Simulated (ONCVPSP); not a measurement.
# Before and after: ONCV potential for rhenium (Re)

Re (Z = 75), optimised norm-conserving Vanderbilt (ONCV), made with ONCVPSP 4.0.1 (PBE, scalar-relativistic). Core [Kr] 4d10 4f14, reference 5s2 5p6 5d5 (charge +2). Waves: 5s: rc 1.10 bohr, ncon 4, nbas 7, qcut 5.4 1/bohr, 2 projectors, debl 1 Ha; 5p: rc 1.75 bohr, ncon 4, nbas 8, qcut 8.2 1/bohr, 1 projector; 5d: rc 2.30 bohr, ncon 3, nbas 7, qcut 8 1/bohr, 2 projectors, debl 1.8 Ha. Local part: polynomial inside 1.10 bohr (lpopt 5, dvloc0 -1 Ha). Core correction: Teter function, fcfact 4.75, rcfact 1.25.

In the s channel the program set the typed energies aside and used -3.744, 0.250 Ha.

Change: core correction Teter function, fcfact 3.4, rcfact 1.25.

Cutoffs: the cutoffs (Ha) at which the residual kinetic energy of the hardest occupied pseudo-wave falls to 1 and 0.1 mHa per electron; they do not see the model core or the augmentation charge, which bear on the density cutoff. Errors are all-electron minus pseudo energies relative to the spin-unpolarised reference configuration.

Q: What does the change do?

A: The potential gets neither clearly harder nor softer (97 Ha and 113 Ha → 97 Ha and 113 Ha); the errors of the 4 common tests hardly move; neither file shows a bound ghost. A model core, the more so a compact one, raises the density cutoff, which this test does not measure.

```tsv
quantity	base	changed
cutoff, loose	97 Ha	97 Ha
cutoff, tight	113 Ha	113 Ha
bound ghosts	none	none
GHOST(+) flags under 300 eV	s at 154.7 eV	s at 154.7 eV
error for 5s2 5p6 5d5 6s2, meV [ΔE -25.57 eV]	+18	+18
error for 5s2 5p6 5d5 6s1, meV [ΔE -16.32 eV]	+8.6	+8.7
error for 5s2 5p6 5d4, meV [ΔE 27.13 eV]	-3.7	-3.6
error for 5s2 5p6 5d6 6s1, meV [ΔE -24.63 eV]	+11	+11
s: phases at 1.12 bohr within 0.05 rad from the reference energy up to (Ha; the scan ends near 5)	to the end of the scan	to the end of the scan
p: phases at 1.77 bohr within 0.05 rad from the reference energy up to (Ha; the scan ends near 5)	-0.4	-0.4
d: phases at 2.33 bohr within 0.05 rad from the reference energy up to (Ha; the scan ends near 5)	to the end of the scan	to the end of the scan
rms error of d²Exc/dni dnj with the model core, mHa	1.79	2.72
```
